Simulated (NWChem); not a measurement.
System: CH2NO cation; SMILES N=C=[OH+]

All runs: NWChem. Coordinates come from a PBE0/def2-SVP optimisation. Level: PBE0/def2-SVP with SMD (1 M gas to 1 M solution), gas-phase geometry. Reactions with the solvent are ignored.

```json
[
 {"solvent": "water", "dielectric constant": "78.4", "solvation free energy (kcal/mol)": "-72.0", "cavity-dispersion-structure term (kcal/mol)": "5.8"},
 {"solvent": "1-propanol", "dielectric constant": "20.5", "solvation free energy (kcal/mol)": "-70.8", "cavity-dispersion-structure term (kcal/mol)": "3.6"},
 {"solvent": "cyclohexane", "dielectric constant": "2.02", "solvation free energy (kcal/mol)": "-34.2", "cavity-dispersion-structure term (kcal/mol)": "1.0"},
 {"solvent": "anisole", "dielectric constant": "4.22", "solvation free energy (kcal/mol)": "-52.2", "cavity-dispersion-structure term (kcal/mol)": "1.3"},
 {"solvent": "2-propanol", "dielectric constant": "19.3", "solvation free energy (kcal/mol)": "-70.5", "cavity-dispersion-structure term (kcal/mol)": "3.2"},
 {"solvent": "dichloromethane", "dielectric constant": "8.93", "solvation free energy (kcal/mol)": "-63.4", "cavity-dispersion-structure term (kcal/mol)": "1.6"}
]
```
